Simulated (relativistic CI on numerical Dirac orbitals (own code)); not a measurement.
Nd35+: sensitivity of the levels to the model

Base calculation: Dirac-Coulomb-Breit CI, KLI orbitals optimised for each configuration, model QED (radiative potential, 1s self-energy scaled to tabulated hydrogen-like ionisation energies), unscaled Slater integrals.

Configurations in the expansion (outside the closed core [Ne]): 3s²3p⁶3d⁷, 3s²3p⁵3d⁸, 3s²3p⁴3d⁹, 3s3p⁶3d⁸, 3p⁶3d⁹, 3s3p⁵3d⁹, 3s²3p⁶3d⁶4s, 3s²3p⁶3d⁶4p, 3s²3p⁶3d⁶4d, 3s²3p⁴3d⁸4s, 3s²3p⁴3d⁸4p, 3s²3p⁵3d⁷4s, 3s²3p⁶3d⁶4f, 3s²3p⁵3d⁷4p, 3s²3p⁶3d⁵4s², 3s3p⁶3d⁷4s. Levels of other configurations are missing.

The lowest level and the first level of each name with at least 55 % of one term (blank where a level has no safe partner in the second run):

| Level | Base (cm⁻¹) | Shift (cm⁻¹) |
| --- | --- | --- |
| 3s²3p⁶3d⁷ ⁴F9/2 | 0 | 0 |
| 3s²3p⁶3d⁷ ⁴F7/2 | 176262 | -215 |
| 3s²3p⁶3d⁷ ⁴P5/2 | 244560 | +2715 |
| 3s²3p⁶3d⁷ ²H11/2 | 279679 | -3143 |
| 3s²3p⁶3d⁷ ²G7/2 | 306519 | +2277 |
| 3s²3p⁶3d⁷ ²F5/2 | 352053 | +5515 |
| 3s²3p⁶3d⁷ ²D3/2 | 455079 | +11624 |
| 3s²3p⁶3d⁷ ²H9/2 | 460815 | -1755 |
| 3s²3p⁶3d⁷ ²F7/2 | 489764 | +3452 |
| 3s²3p⁵3d⁸ ⁴G°11/2 | 2227041 | -2571 |
| 3s²3p⁵3d⁸ ²D°5/2 | 2301996 | +3945 |
| 3s²3p⁵3d⁸ ²F°7/2 | 2305653 | +3872 |
| 3s²3p⁵3d⁸ ⁴F°9/2 | 2355352 | +2764 |
| 3s²3p⁵3d⁸ ⁴G°9/2 | 2467276 | -1231 |

At this charge energies of transitions that change n are usually good to better than 1 %, and those within a shell (Δn = 0) to a few per cent. Terms inside the open d or f shell come out 10 to 20 % too wide with unscaled integrals.

(1) One thing was changed in a second run, which moved the levels as shown. Which?
A. QED terms removed
B. configuration mixing switched off
C. only the first 3 configurations
D. Breit term removed

Answers

(1) B. Configuration mixing switched off. Without mixing, levels that were pushed by configurations of the same parity and J return to their single-configuration places.

LS names give the leading component of a level, which can be under half, so a name can repeat, a term be missing and a line seem to break the LS rules.
